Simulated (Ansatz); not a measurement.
CH8OSSi2 can be A, `OC([SiH3])([SiH3])S`, or B, `CO[SiH]([SiH3])S`.

Isolated molecules relaxed with PBE0-D4/def2-TZVP in Ansatz; ΔE leaves out vibrations. CCSD(T)/CBS adds triple-zeta CCSD(T) − MP2 to the extrapolated MP2 energy (def2 sets, frozen cores). DFT in def2-TZVPP. B3LYP here is the variant with VWN-RPA as its local correlation; programs differ in this. Each species was taken in one conformer, which may not be the lowest.

(1) Which is lower in electronic energy at CCSD(T)/CBS, and by how much? (Best estimate.)

(2) Give E(B) − E(A) in kJ/mol with MP2/def2-TZVPP, B2PLYP, ωB97M-V, CCSD(T)/def2-TZVPP, PBE-D4, B3LYP-D4, CCSD/def2-TZVPP. (Best estimate.)

Largest T1 diagnostic: 0.013.

Results:

(1) The calculation gave: B, by 217.7 kJ/mol.

(2) The calculation gave: MP2/def2-TZVPP -214.9, B2PLYP -225.2, ωB97M-V -212.8, CCSD(T)/def2-TZVPP -217.5, PBE-D4 -212.8, B3LYP-D4 -221.8, CCSD/def2-TZVPP -223.3. None reverses the order clearly.

The D4 term adds +8.1 kJ/mol with B3LYP and +3.8 kJ/mol with PBE0; it sums over pairs of atoms, weighted by their polarisabilities, and B3LYP, whose exchange is more repulsive, gets the larger term. In def2-TZVPP, CCSD(T) changes the Hartree–Fock value by +31.0 kJ/mol (the triples alone add +5.8 kJ/mol) and MP2 by +33.6 kJ/mol.
